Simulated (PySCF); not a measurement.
# Correlation energy of Pd⁺ (palladium, charge +1)

[Kr] 4d8 5s1, high-spin 4F determinant (an excited configuration). Calculation: PySCF 2.14, in x2c-TZVPPall (8s6p6d2f1g, 79 functions); scalar relativity by spin-free X2C-1e. Frozen: [Ar] 3d10; 17 electrons correlated.

| level | correlation energy (mhartree) |
| --- | --- |
| CCSD | -529.34 |
| (T) | -12.83 |
| CCSD(T) | -542.17 |

Diagnostics: T1 = 0.0086, D1 = 0.0398, largest double amplitude 0.021.

Cost of the coupled-cluster step: roughly 30 core-seconds, for 17 correlated electrons.

This basis was not built for core-valence correlation, so the inner-shell part is incomplete.
